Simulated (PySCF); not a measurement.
These 3 structures share the formula C3H9NSi. The calculation used PBE0-D3(BJ)/def2-SVP geometry optimisation, gas phase in PySCF 2.14.0. One conformer each; no zero-point energy, no entropy. No frequencies were run at this level. Point groups hold within 0.08 Å.

Problem. Order them by energy at this level, lowest first, and give relative energies in kJ/mol.
A. `[CH2:1]=[CH:2][CH2:3][SiH2:4][NH2:5]` with C1–C2–C3–Si4 100°, C2–C3–Si4–N5 49°, C3–Si4–N5–H 158° and -66°
B. `[CH2:1]1[CH2:2][NH:3][SiH2:4][CH2:5]1` with C5–C1–C2–N3 42°, C1–C2–N3–Si4 -27°, C2–N3–Si4–C5 5°, N3–Si4–C5–C1 18°
C. `[CH3:1][CH2:2]/[CH:3]=[N:4]\[SiH3:5]` with C1–C2–C3–N4 125°

Solution. B (0.0), A (61.2), C (101.5).

As drawn, the lowest has an N–H bond and an Si–C bond, which the highest lacks; the highest has a C=N bond, which the lowest lacks.

| SMILES | E (Eh) | E rel (kJ/mol) | dipole (D) | point group | A, B, C (MHz) |
| --- | --- | --- | --- | --- | --- |
| C1CN[SiH2]C1 | -463.46034 | 0.0 | 0.97 | C1 | 5932, 4270, 2753 |
| C=CC[SiH2]N | -463.43704 | 61.2 | 1.04 | C1 | 7227, 2196, 1945 |
| CC/C=N\[SiH3] | -463.42168 | 101.5 | 2.22 | C1 | 9868, 1785, 1648 |
